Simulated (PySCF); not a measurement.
**Predicted spectroscopic data**

- coordinates at the GFN2-xTB level
- σ from GIAO-PBE0/pcSseg-1
- code: PySCF 2.14.0 with density-fitted response routines
- non-relativistic Hamiltonian, one computed conformer, one averaged value for each set of equivalent atoms, gas phase

δ = σ(ref) − σ, references computed at the same level: $^{1}$H and $^{13}$C vs TMS. Splittings of carbon signals by F and P are missing where no couplings were computed. Where no couplings were computed, multiplicities follow the n + 1 count of equivalent neighbours, and m marks all less simple cases (inequivalent or close neighbours, rings, F or P nearby). Shifts are as computed. Against solution values, carbons near 30 ppm lie about +3 ppm off and those near 130 ppm about +5 ppm. Of 1211 compounds with measured shifts, 218 miss one by over three times the rms of a fit or turn the order of signals round; such compounds aren't used in these exercises.

**1.** 1,2-Dimethyl-1,2-Diazetidine, C$_{4}$H$_{10}$N$_{2}$. $^{1}$H NMR (400 MHz, computed): δ 3.24 (s, 4H), 2.40 (s, 6H). $^{13}$C{$^{1}$H} NMR (computed): δ 52.3, 48.0.

**2.** SMILES N#CC#CC#CC(F)=C(F)F, C$_{7}$F$_{3}$N. $^{13}$C{$^{1}$H} NMR (computed): δ 179.8 (C), 125.3 (C), 111.7 (C), 102.2 (C), 75.3 (C), 67.8 (C), 65.2 (C).
